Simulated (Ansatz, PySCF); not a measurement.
ScCl2, SMILES [Cl][Sc+][Cl], charge +1. Atoms are numbered in the order given.

```xyz
3

Sc     0.0000     0.0000     0.7442
Cl     0.0000    -1.8484    -0.4413
Cl     0.0000     1.8484    -0.4413
```
Charge +1, spin multiplicity 1.

Geometry: B3LYP-D3(BJ)/def2-TZVP. The multiplicity is an assumed one; other spin states were not compared. The isomer is the one that the SMILES or the coordinates give; other isomers of the formula were not compared.

Two levels are set side by side: PBE-D3(BJ)/def2-TZVP (Ansatz, an electronic-structure program) and B3LYP-D3(BJ)/def2-TZVP (Ansatz). Each level has its own optimised geometry; the coordinates shown are those of the second. Frequencies come from the Hessian of PySCF at each geometry. Differences are taken from unrounded values.

| quantity | B3LYP-D3(BJ) |
|---|---|
| mean bond length (Å) | 2.196 |
| bond Sc1–Cl2 (Å) | 2.196 |
| bond Sc1–Cl3 (Å) | 2.196 |
| highest harmonic wavenumber (cm⁻¹) | 529 |
| mean harmonic wavenumber (cm⁻¹) | 371 |
| zero-point energy (kcal/mol) | 1.59 |

### Question
What does PBE-D3(BJ) give, and how far is it from B3LYP-D3(BJ)? (The exact figures need the calculation; the answer reports its results.)

### Answer

```csv
quantity,PBE-D3(BJ),PBE-D3(BJ) minus B3LYP-D3(BJ)
mean bond length (Å),2.194,-0.002
bond Sc1–Cl2 (Å),2.194,-0.002
bond Sc1–Cl3 (Å),2.194,-0.002
highest harmonic wavenumber (cm⁻¹),517,-12
mean harmonic wavenumber (cm⁻¹),366,-5
zero-point energy (kcal/mol),1.57,-0.02
```
